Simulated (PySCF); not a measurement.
Species: C₄H₈FO₂ (doublet state).
Structure used (GFN2-xTB), in Å, numbered top down from 1:
```
atom  x, y, z in Å
C1     3.002    0.319   -0.081
O2     1.712    0.332   -0.640
C3     0.712   -0.118    0.161
C4    -0.622   -0.257   -0.433
F5    -0.856   -1.619   -0.814
O6    -1.589    0.095    0.471
C7    -2.903    0.123   -0.058
H8     3.306   -0.698    0.184
H9     3.048    0.948    0.814
H10    3.672    0.715   -0.841
H11    0.932   -0.526    1.131
H12   -0.692    0.287   -1.391
H13   -3.549    0.436    0.759
H14   -3.205   -0.867   -0.410
H15   -2.974    0.838   -0.885
```

The hyperfine couplings belong to this conformer and change with its torsions.

As a line formula: `CO[CH][C@@H](F)OC` [radical].

Computed, not measured: UKS B3LYP, pcH-1 on C F H O, non-relativistic, mean-field spin-orbit, GIAO in PySCF. Geometry: GFN2-xTB, one conformer, isolated molecule. The geometry wasn't refined by DFT: couplings that depend on bond lengths, twists or pyramidal angles can differ widely from those at the functional's own minimum. No stability test was run, so a lower SCF solution isn't excluded.

(1) Where do the isotropic ENDOR lines of F5, H11, H8/H9/H10, H12 and H13/H14/H15 fall at 3336.2 mT, to first order?

(2) Which pairs are centred on the nuclear Larmor frequency, and which on half the coupling?

Answers

(1) For S = 1/2 in fast tumbling each set of equivalent nuclei gives two lines, ν± = |νn ± a/2| to first order, with νn = g_N μN B/h and μN/h = 7.62259 MHz/T.

| nuclei | isotope | g_N | νn (MHz) | a_iso (MHz) | lower line (MHz) | upper line (MHz) |
| --- | --- | --- | --- | --- | --- | --- |
| F5 | 19F | 5.2577 | 133.71 | 252.04 | 7.69 | 259.73 |
| H11 | 1H | 5.5857 | 142.05 | -57.77 | 113.16 | 170.93 |
| H8/H9/H10 | 1H | 5.5857 | 142.05 | 9.65 | 137.22 | 146.87 |
| H12 | 1H | 5.5857 | 142.05 | 1.36 | 141.37 | 142.73 |
| H13/H14/H15 | 1H | 5.5857 | 142.05 | 0.87 | 141.61 | 142.48 |

(2) Centred on νn, since |a| < 2νn: F5, H11, H8/H9/H10, H12 and H13/H14/H15. No pair has |a| > 2νn.

Class means assume fast exchange of nuclei equivalent by connectivity; if that motion is slow, each nucleus keeps its own coupling. The three 1H nuclei of mean +9.6 MHz run from -1.9 to 15.7 MHz in the frozen geometry.
